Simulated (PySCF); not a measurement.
A calculated (UHF, PySCF 2.14, x2c-QZVPPall with one added diffuse shell each of s, p, d, f, g type, the spin-free X2C one-electron Hamiltonian (Gaussian nucleus)) atom or ion has these occupied shells.

```tsv
shell	electrons	orbital energy (eV)	rms radius, mean of both spins (bohr)
1s β	1	-24500.7	0.0365
1s α	1	-24500.7	0.0365
2s α	1	-3683.3	0.150
2s β	1	-3682.7	0.150
2p α	3	-3299.5	0.133
2p β	3	-3298.8	0.133
3s α	1	-721.32	0.403
3s β	1	-721.00	0.403
3p α	3	-591.71	0.406
3p β	3	-591.31	0.406
3d α	5	-385.85	0.389
3d β	5	-384.92	0.389
4s α	1	-132.27	1.01
4s β	1	-128.54	1.01
4p α	3	-93.106	1.11
4p β	3	-88.386	1.11
4d α	5	-35.105	1.48
4d β	3	-33.331	1.48
```

Name the element and its charge.

Pd²⁺ (palladium, charge +2), in [Kr] 4d8, high-spin 3F determinant.
